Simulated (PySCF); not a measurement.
# Potential energy of Ca2 along the bond

Set-up: basis Ca def2-SVP; no relativity; PySCF 2.14. Energies in eV from Ca + Ca in their ground configurations at the same level. State: ¹Σg⁺ (singlet), closed shell.

All columns are PBE0.

```csv
R (Å),E (eV),HOMO (eV),LUMO (eV),Mayer bond order,⟨S²⟩
3.652,-0.085,-3.60,-1.44,0.61,0.00
3.822,-0.162,-3.65,-1.35,0.54,0.00
3.992,-0.202,-3.70,-1.34,0.46,0.00
4.120,-0.215,-3.74,-1.32,0.41,0.00
4.247,-0.217,-3.78,-1.31,0.37,0.00
4.374,-0.212,-3.82,-1.29,0.33,0.00
4.544,-0.198,-3.87,-1.26,0.28,0.00
4.757,-0.174,-3.93,-1.23,0.22,0.00
5.011,-0.141,-3.99,-1.17,0.17,0.00
5.351,-0.101,-4.07,-1.09,0.11,0.00
```

Closed-shell solutions of metal pairs were not tested for spin polarisation, which can lower them a little. The bond is weak. Basis-set superposition, not corrected here, can be much of De in a small basis, most of all at correlated wavefunction levels. Functionals without a dispersion term scatter widely for such bonds, and LDA overbinds them.
